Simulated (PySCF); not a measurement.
C₄H₁₁NSi₂.
Cartesian coordinates in Å at the PBE0-D3(BJ)/def2-SVP level; atoms count from 1:
```
atom  x, y, z in Å
C1     2.509   -1.331   -1.462
C2     1.487   -0.936   -0.688
C3     1.348    0.392   -0.123
C4     0.305    0.872    0.587
N5    -0.930    0.256    0.844
Si6   -1.623    0.582    2.432
Si7   -1.788   -0.691   -0.374
H8     3.310   -0.640   -1.743
H9     2.578   -2.354   -1.837
H10    0.720   -1.676   -0.430
H11    2.189    1.077   -0.267
H12    0.406    1.877    1.021
H13   -3.030    0.090    2.422
H14   -1.576    2.054    2.687
H15   -0.863   -0.104    3.521
H16   -1.368   -0.208   -1.718
H17   -3.249   -0.472   -0.155
H18   -1.539   -2.164   -0.281
```

The calculation used PySCF 2.14.0, PBE0-D3(BJ)/def2-SVP geometry optimisation, gas phase.

Masses are those of the commonest isotopes; rigid-rotor values at the optimised geometry. The values belong to one conformer with, in the numbering `[CH2:1]=[CH:2]/[CH:3]=[CH:4]\[N:5]([SiH3:6])[SiH3:7]`, C1–C2–C3–C4 175°.

(1) What are A, B and C (cm⁻¹)?

(2) Classify the top.

(3) What does the inertial defect say?

(4) Give the other two planar moments, Paa and Pbb, and the rms extents of the mass along the axes.

(5) List the rotational levels J(Ka,Kc) to J = 3 (MHz).

(6) Which types of transition are allowed, and where do some lines up to J = 5 fall?

Results:

(1) Ia = 170.79, Ib = 509.58, Ic = 628.55 u·Å²; 505379 MHz·u·Å²/I gives 2959, 991.8 and 804.0 MHz, that is A = 0.09871, B = 0.03308, C = 0.02682 cm⁻¹.

(2) An asymmetric top. Ray's parameter κ = (2B − A − C)/(A − C) = -0.826; −1 is the prolate and +1 the oblate limit.

(3) Not planar: Δ = Ic − Ia − Ib = -51.82 u·Å². For a rigid frame Δ = −2 Σ m c², so Σ m c² = 25.91 u·Å² lies off the ab plane: 10.97 from hydrogen and 14.94 from heavier atoms. The atom farthest from that plane is 1.63 Å away.

(4) Paa = Σ m a² = (Ib + Ic − Ia)/2 = 483.67 and Pbb = Σ m b² = (Ia + Ic − Ib)/2 = 144.88 u·Å². With the mass M = 129.04 u, the rms extents √(P/M) along a, b and c are 1.94, 1.06, 0.45 Å.

(5) Above 0(0,0):
J = 1: 1(0,1) 1796, 1(1,1) 3763, 1(1,0) 3951
J = 2: 2(0,2) 5375, 2(1,2) 7167, 2(1,1) 7730, 2(2,1) 13632, 2(2,0) 13645
J = 3: 3(0,3) 10711, 3(1,3) 12265, 3(1,2) 13391, 3(2,2) 19020, 3(2,1) 19083, 3(3,1) 29333, 3(3,0) 29334
The levels of one J sum to (2J + 1)J(J + 1)(A + B + C)/3.

(6) The dipole components are |μa| = 0.55 D, |μb| = 0.09 D, |μc| = 0.18 D. The squared components, which scale the intensities, stand as 1.00 : 0.02 : 0.11 (a : b : c). Some lines, for components of 0.1 D or more:

| type | branch | J(Ka,Kc) | MHz | lower level (cm⁻¹) |
| --- | --- | --- | --- | --- |
| a | Q | 5(2,3) ← 5(2,4) | 428 | 1.172 |
| c | Q | 1(1,1) ← 1(0,1) | 1967 | 0.060 |
| a | R | 2(0,2) ← 1(0,1) | 3579 | 0.060 |
| c | Q | 4(2,3) ← 4(1,3) | 5271 | 0.698 |
| a | R | 3(0,3) ← 2(0,2) | 5337 | 0.179 |
| a | R | 4(2,3) ← 3(2,2) | 7173 | 0.634 |
| a | R | 5(1,5) ← 4(1,4) | 8459 | 0.635 |
| a | R | 5(0,5) ← 4(0,4) | 8739 | 0.593 |
| a | R | 5(4,1) ← 4(4,0) | 9008 | 1.699 |
| a | R | 5(3,2) ← 4(3,1) | 9029 | 1.219 |
| a | R | 5(1,4) ← 4(1,3) | 9386 | 0.698 |
| c | R | 2(2,1) ← 1(1,1) | 9869 | 0.126 |
| c | Q | 5(3,3) ← 5(2,3) | 9987 | 1.187 |
| c | Q | 4(3,2) ← 4(2,2) | 10160 | 0.880 |
| c | Q | 5(4,2) ← 5(3,2) | 14381 | 1.520 |
| c | Q | 5(5,1) ← 5(4,1) | 18524 | 2.000 |
| c | R | 5(5,0) ← 4(4,0) | 27532 | 1.699 |

PBE0-D3(BJ)/def2-SVP frequencies: not computed here. Zero-point vibration and centrifugal distortion are left out. A rigid rotor knows nothing of internal rotation, which can split or shift real lines. Quadrupole hyperfine structure (14N) is left out.
